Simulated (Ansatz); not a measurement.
Q: Name a neutral molecule of C, N, Se and H with LUMO energy (PBE0/def2-TZVPP) between -1.35 and -1.05 eV and size of the dipole moment (ωB97M-V/def2-TZVPP) between 4.60 and 4.90 D (Ansatz, PBE0-D4/def2-TZVP geometry).

A: `NC=[Se]` (-1.25 eV, 4.71 D). Other molecules can fit too; these were computed, each in one conformer that needn't be the lowest.
